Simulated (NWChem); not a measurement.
# CH₄AlClO₂; SMILES [OH][Al]([O]C)[Cl]

```xyz
9

Al     0.2762     0.0894     0.0000
Cl    -0.5621     2.0178     0.0000
O      1.9655    -0.1727     0.0001
H      2.6010     0.5599    -0.0004
O     -0.7949    -1.2256     0.0002
C     -0.6734    -2.6247    -0.0002
H     -1.1758    -3.0572     0.8942
H     -1.1699    -3.0564    -0.8982
H      0.3840    -2.9759     0.0033
```
Atoms are numbered in this order, from 1.

All runs: NWChem. The geometry was optimised at PBE-D3(BJ)/def2-SVP. Level M06-2X/def2-SVP: energy and gradient on several grids; changes count from the extra-fine grid, which is no exact limit either.

```csv
grid,size of the energy change (μHa),largest change of a gradient component (μHa/bohr)
xcoarse,30000,2000
coarse,500,600
medium,50,200
fine,< 10,90
xfine,< 10,< 30
```
